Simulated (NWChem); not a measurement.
The numbers come from NWChem runs, not from measurements. System: Ge2, charge 0, spin multiplicity 3, at a geometry optimised with UPBE0/def2-SVP. The structure started from a generated list of species. Its SCF solution wasn't tested for a lower state. Level: UB3LYP/def2-TZVP, VWN1-RPA local correlation.

Job file:

```
start mol
memory heap 200 mb stack 900 mb global 1100 mb
geometry units angstroms nocenter noautoz
  Ge     0.000000     0.000000     1.133808
  Ge     0.000000     0.000000    -1.133808
  symmetry group D2h
end
basis spherical
  * library def2-tzvp
end
dft
  xc b3lyp
  odft
  mult 3
  semidirect memsize 60000000 filesize 0
  iterations 100
end
task dft energy
```

Part of the output:

```
             Northwest Computational Chemistry Package (NWChem) 7.3.0
             --------------------------------------------------------

                                NWChem Input Module
                                -------------------

 Scaling coordinates for geometry "geometry" by  1.889725989
 (inverse scale =  0.529177249)

 Turning off AUTOSYM since
 SYMMETRY directive was detected!

                             Geometry "geometry" -> ""
                             -------------------------

 Output coordinates in angstroms (scale by  1.889725989 to convert to a.u.)

  No.       Tag          Charge          X              Y              Z
 ---- ---------------- ---------- -------------- -------------- --------------
    1 Ge                  32.0000     0.00000000     0.00000000     1.13380800
    2 Ge                  32.0000     0.00000000     0.00000000    -1.13380800

 Effective nuclear repulsion energy (a.u.)     238.9635207088

            Nuclear Dipole moment (a.u.)
            ----------------------------
        X                 Y               Z
 ---------------- ---------------- ----------------
     0.0000000000     0.0000000000     0.0000000000

      Symmetry information
      --------------------

 Group name             D2h
 Group number             26
 Group order               8
 No. of unique centers     1

      Symmetry unique atoms

     1


 Summary of "ao basis" -> "" (spherical)
 ------------------------------------------------------------------------------
       Tag                 Description            Shells   Functions and Types
 ---------------- ------------------------------  ------  ---------------------
 *                         def2-tzvp                  on all atoms

                                 NWChem DFT Module
                                 -----------------

 Summary of "ao basis" -> "ao basis" (spherical)
 ------------------------------------------------------------------------------
       Tag                 Description            Shells   Functions and Types
 ---------------- ------------------------------  ------  ---------------------
[...]
   alpha - beta orbital overlaps
   -----------------------------

   alpha      1      2      3      4      5      6      7      8      9     10
    beta      1      2      3      4      5      6      9     10      7      8
 overlap   1.000  1.000  1.000  1.000  1.000  1.000  1.000  1.000  1.000  1.000

   alpha     11     12     13     14     15     16     17     18     19     20
    beta     11     12     13     14     15     16     17     18     19     20
 overlap   1.000  1.000  1.000  1.000  1.000  1.000  1.000  1.000  1.000  1.000

   alpha     21     22     23     24     25     26     27     28     29     30
    beta     23     21     26     22     25     24     27     28     29     30
 overlap   0.986  1.000  1.000  1.000  1.000  1.000  1.000  0.986  0.999  0.999

   alpha     31     32     33     34     35     36     37     38     39     40
    beta     32     33     31     35     34     36     37     38     39     41
 overlap   0.999  0.999  1.000  0.999  1.000  0.994  0.872  1.000  0.873  0.998

   alpha     41     42     43     44     45     46     47     48     49     50
    beta     42     40     45     43     44     47     46     49     48     50
 overlap   0.992  0.999  0.998  1.000  0.997  0.999  0.999  0.999  0.999  0.999

   alpha     51     52     53     54     55     56     57     58     59     60
    beta     51     52     53     54     56     55     57     58     59     60
 overlap   0.999  0.999  0.999  1.000  0.999  1.000  0.990  0.998  0.988  1.000

   alpha     61     62     63     64     65     66     67     68     69     70
    beta     61     62     63     65     64     66     67     69     68     70
 overlap   0.999  0.998  0.998  0.999  0.999  0.999  0.999  0.999  0.999  0.999

   alpha     71     72     73     74     75     76     77     78     79     80
    beta     71     72     73     74     75     76     77     78     80     79
 overlap   0.999  0.999  1.000  0.999  1.000  0.999  1.000  1.000  1.000  1.000

   alpha     81     82     83     84     85     86     87     88     89     90
    beta     81     82     83     84     85     86     87     88     89     90
 overlap   0.997  1.000  1.000  1.000  0.997  1.000  1.000  1.000  1.000  1.000

   alpha     91     92     93     94     95     96
    beta     91     92     93     94     95     96
 overlap   1.000  1.000  1.000  1.000  1.000  1.000

     --------------------------
     Expectation value of S2:
     --------------------------
      <S2> =      2.0036 (Exact =     2.0000)

 center of mass
 --------------
 x =   0.00000000 y =   0.00000000 z =   0.00000000

 moments of inertia (a.u.)
 ------------------
         678.703083250547           0.000000000000           0.000000000000
           0.000000000000         678.703083250547           0.000000000000
           0.000000000000           0.000000000000           0.000000000000

     Multipole analysis of the density
     ---------------------------------

     L   x y z        total         alpha         beta         nuclear
     -   - - -        -----         -----         ----         -------
     0   0 0 0     -0.000000    -33.000000    -31.000000     64.000000

     1   1 0 0      0.000000     -0.000000      0.000000      0.000000
     1   0 1 0     -0.000000     -0.000000     -0.000000      0.000000
     1   0 0 1      0.000000     -0.000000      0.000000      0.000000

     2   2 0 0    -28.385145    -15.684360    -12.700784      0.000000
     2   1 1 0     -0.000000     -0.000000     -0.000000      0.000000
     2   1 0 1      0.000000      0.000000      0.000000      0.000000
     2   0 2 0    -24.920525    -15.956420     -8.964105      0.000000
     2   0 1 1      0.000000      0.000000      0.000000      0.000000
     2   0 0 2    -23.858366   -167.519349   -150.142324    293.803307

 Task  times  cpu:        4.3s     wall:        4.3s

 Total times  cpu:        4.3s     wall:        4.3s
```
